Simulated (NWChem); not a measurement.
System: C$_{2}$H$_{3}$ClOSi; SMILES O[Si@H](C#C)Cl

```xyz
8

C      0.7812     2.6080    -0.2325
C      0.2994     1.5214     0.0284
Si    -0.4509    -0.0966     0.4340
O     -1.8573    -0.3205    -0.3959
Cl     0.9405    -1.5430    -0.0551
H      1.2117     3.5675    -0.4614
H     -0.7794    -0.2095     1.8685
H     -1.8438    -0.1579    -1.3444
```
Atoms are numbered in this order, from 1.

All runs: NWChem. The geometry was optimised at PBE0/def2-SVP. Level: M06-2X/def2-SVP with SMD (1 M gas to 1 M solution), gas-phase geometry. Reactions with the solvent are ignored.

Problem. Among these, which solvent gives the highest value of “cavity-dispersion-structure term (kcal/mol)”?
A. water
B. ethanol
C. anisole
D. ethyl acetate

Solution. A, water. Values: ethyl acetate -0.1; anisole 0.2; ethanol 1.7; water 4.7
